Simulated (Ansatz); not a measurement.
Relaxation of CH₆Ge (8 atoms, charge 0, multiplicity 1), to a largest force component of 0.02 eV/Å in at most 40 steps.

Computed with RKS B3LYP-D4/def2-SVP (Ansatz 0.2.0).

```xyz
8
Properties=species:S:1:pos:R:3:forces:R:3
Ge 0.000 0.000 0.000 0.02 0.00 -0.09
C 0.000 0.000 1.960 0.00 0.00 0.26
H -1.000 -0.309 2.330 0.33 0.12 -0.01
H 0.768 -0.711 2.330 -0.27 0.22 -0.01
H 0.232 1.020 2.330 -0.06 -0.35 -0.01
H 1.462 0.000 -0.516 -0.12 0.01 -0.04
H -0.730 1.265 -0.516 0.04 -0.09 -0.04
H -0.730 -1.265 -0.516 0.06 0.08 -0.04
```

Where does it end, and by what steps?

It converged. The force dipped under the threshold on the way, but the program's further checks kept it going. After 8 steps the energy has fallen by 0.021 eV; H5 moved furthest, 0.21 Å.

```
step  energy less start (eV)  largest force component (eV/Å)  accepted
   0                  0.0000                           0.348       yes
   1                 -0.0134                           0.100       yes
   2                 -0.0163                           0.028       yes
   3                 -0.0202                           0.011       yes
   4                 -0.0197                           0.171        no
   5                 -0.0212                           0.022       yes
   6                 -0.0210                           0.052        no
   7                 -0.0213                           0.008       yes
   8                 -0.0214                           0.009       yes
```

```xyz
8
Properties=species:S:1:pos:R:3
Ge 0.000 0.000 0.000
C 0.000 0.000 1.967
H -1.027 -0.103 2.349
H 0.602 -0.838 2.349
H 0.425 0.941 2.349
H 1.441 0.146 -0.537
H -0.846 1.175 -0.537
H -0.594 -1.321 -0.537
```

Whether the end is a true minimum wasn't checked by a vibrational analysis.

Time of the run: 16 s on 1 thread of Intel(R) Xeon(R) Platinum 8488C (Sapphire Rapids) (shared host), peak memory 0.17 GiB.
